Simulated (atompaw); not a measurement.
An all-electron radial function and its pseudo partner (molybdenum)

Columns: radius, all-electron u(r) and pseudo u(r) of the 4d shell (level -4.01 eV) of molybdenum in the configuration [Ar] 3d10 4s2 4p6 4d5 5s1 5p0; PBEsol, non-relativistic, PAW (atompaw) scheme, atompaw 4.2.0.5.

```
r (bohr)  all-electron   pseudo
   0.075        0.0717  -0.0004
   0.150        0.2339  -0.0030
   0.225        0.3349  -0.0098
   0.300        0.3363  -0.0227
   0.375        0.2604  -0.0430
   0.450        0.1401  -0.0715
   0.525        0.0015  -0.1085
   0.600       -0.1378  -0.1536
   0.675       -0.2674  -0.2059
   0.750       -0.3821  -0.2639
   0.825       -0.4795  -0.3258
   0.900       -0.5594  -0.3893
   0.975       -0.6225  -0.4521
   1.050       -0.6703  -0.5120
   1.125       -0.7046  -0.5666
   1.200       -0.7275  -0.6141
   1.275       -0.7407  -0.6530
   1.350       -0.7460  -0.6826
   1.425       -0.7448  -0.7023
   1.500       -0.7385  -0.7126
   1.575       -0.7282  -0.7141
   1.650       -0.7147  -0.7083
   1.725       -0.6989  -0.6966
   1.800       -0.6813  -0.6808
   1.875       -0.6625  -0.6625
   1.950       -0.6428  -0.6428
```

Question: How many radial nodes do the two functions have?

Answer: The all-electron 4d function has n − l − 1 = 1; the pseudo-wave has 0, since the states of the same l below it are removed with the core.

Question: Is the pseudo-wave norm-conserving?

Answer: No, it belongs to a PAW set: the norm inside the radius is not constrained, and the difference is carried by the augmentation charge.
